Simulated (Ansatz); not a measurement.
`O=C=[N][Hf]([Cl])([Cl])[Cl]`, relaxed with RKS PBE0-D4/def2-TZVP in Ansatz from a GFN2-xTB geometry. The force threshold is 0.005 eV/Å; the program also tests the step.

Charge 0, multiplicity 1. Hf takes the def2 core potential.

Start:

```xyz
7

O     0.096   -0.098   -3.396
C     0.033   -0.061   -2.243
N    -0.031   -0.015   -1.050
Hf   -0.036    0.029    0.965
Cl   -1.853   -0.854    1.959
Cl    1.680   -1.088    1.899
Cl    0.111    2.087    1.867
```

```
step  energy (eV)  largest force (eV/Å)  largest move (Å)
   1  -43442.5523                 1.271             0.000
   2  -43442.7569                 0.481             0.176
   3  -43442.7924                 0.124             0.056
   4  -43442.7931                 0.040             0.007
   5  -43442.7932                 0.020             0.004
   6  -43442.7935                 0.012             0.023
   7  -43442.7935                 0.072             0.009
   8  -43442.7935                 0.010             0.011
   9  -43442.7935                 0.001             0.002
```

End:

```xyz
7

O     0.035   -0.084   -3.320
C     0.023   -0.055   -2.161
N     0.010   -0.024   -0.957
Hf   -0.011    0.026    1.045
Cl   -1.991   -0.928    1.801
Cl    1.810   -1.175    1.848
Cl    0.124    2.239    1.744
```

Run time 60 s (4 threads of an Arm Neoverse V2 on a shared host); peak host memory 0.89 GiB.
